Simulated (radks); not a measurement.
Values are calculated unless marked as measured or tabulated.
Mg4+, configuration [He] 2s2 2p3 6p1 (not the ground configuration).

Level of theory: non-relativistic Kohn-Sham, r2SCAN, spin-polarised, spherical densities, point nucleus; open shells are filled with parallel spins first; meta-GGA in the generalised Kohn-Sham scheme (a radial shooting solver on a logarithmic mesh with Libxc functionals).

Energy parts (eV):
| part | energy |
|---|---|
| total | -5100.881 |
| kinetic | 5095.643 |
| electron-nucleus | -11358.192 |
| Hartree | 1524.294 |
| exchange-correlation | -362.626 |

Orbitals (lengths in bohr, moments of r in powers of bohr):
orbital,occ.,eigenvalue (eV),<1/r>
1s up,1,-1410.014,11.58
1s down,1,-1403.319,11.63
2s up,1,-198.1603,2.356
2s down,1,-184.0443,2.271
2p up,3,-166.9482,2.261
2p down,0,-150.7671,2.185
6p up,1,-10.0665,0.1588

The highest occupied level is 6p up at -10.066 eV. The configuration is held as typed, so some empty levels lie below it. Summed over all electrons, <r^2> = 97.88 bohr^2, which gives a Langevin (diamagnetic) susceptibility term of -77.5 x 10^-6 cm^3/mol. Virial ratio -V/T = 2.00103.
